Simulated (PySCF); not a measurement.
Correlation energy of N (nitrogen, neutral)

[He] 2s1 2p4, high-spin 4P determinant (an excited configuration). Computed with PySCF 2.14 in aug-cc-pVTZ (5s4p3d2f, 46 functions), with the non-relativistic Hamiltonian (point nucleus). Frozen: 1s2; 5 electrons correlated.

```csv
level,correlation energy (mhartree)
CCSD,-113.94
(T),-4.87
CCSD(T),-118.81
```

Diagnostics: T1 = 0.026, D1 = 0.0687, largest double amplitude 0.155.

A double-excitation amplitude exceeds 0.15, a sign of near-degeneracy.

Cost of the coupled-cluster step: about 4 core-seconds, for 5 correlated electrons.
